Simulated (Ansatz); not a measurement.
The same path of CH$_{5}$GaO (8 atoms, charge 0, multiplicity 1) was run twice with different band settings. Lost on the way: Ga1–O2, Ga1–H4. Made: O2–H4.

All numbers below come from Ansatz, RHF/def2-SVP.

Relaxed end points:

```xyz
8
Properties=species:S:1:pos:R:3
Ga 0.371 -0.013 -0.094
O 0.586 -0.132 1.671
H -0.157 -0.192 2.249
H 1.724 0.076 -0.880
C -1.460 -0.005 -0.855
H -1.986 -0.931 -0.605
H -2.047 0.822 -0.446
H -1.447 0.093 -1.942
```

```xyz
8
Properties=species:S:1:pos:R:3
Ga 0.429 0.112 -1.483
O 0.796 -0.077 0.985
H 0.123 -0.164 1.645
H 1.634 -0.099 1.423
C -1.559 0.002 -0.944
H -1.787 -0.935 -0.421
H -1.847 0.829 -0.282
H -2.208 0.050 -1.825
```

Common settings: movable images 7; climbing image yes; spring 5.0 eV/Å²; optimiser quadratic models (default); start path through a guess of the saddle point; iteration limit 60; end points relaxed.

| run | force threshold |
| --- | --- |
| 1 | 0.05 eV/Å |
| 2 | 0.2 eV/Å |

Problem. What does each run give, and how far can it be trusted?

Solution. Run 1: converged after 16 iterations, highest image 3.420 eV above the first end. The profile has 2 maxima (images 1, 4) with wells between them (image 2): this band takes more than one step, which may be the mechanism or a detour left from its start path. Neighbouring images differ by up to 2.4 eV, so the band resolves the path poorly. A vibrational analysis at the climbing image gives one clearly imaginary mode, 1937i cm⁻¹: a first-order saddle point.
Run 2: converged after 13 iterations, highest image 3.421 eV above the first end. The threshold of 0.2 eV/Å is loose, so the images may lie well off the minimum-energy path. The profile has 2 maxima (images 1, 4) with wells between them (image 2): this band takes more than one step, which may be the mechanism or a detour left from its start path. Neighbouring images differ by up to 2.6 eV, so the band resolves the path poorly. Another band between the same ends (7 images) ends at a top of the same energy, where a vibrational analysis finds 1 clearly imaginary mode.
The orbitals stay closed-shell, which can raise the energy where a bond breaks towards radicals; this wasn't checked here.
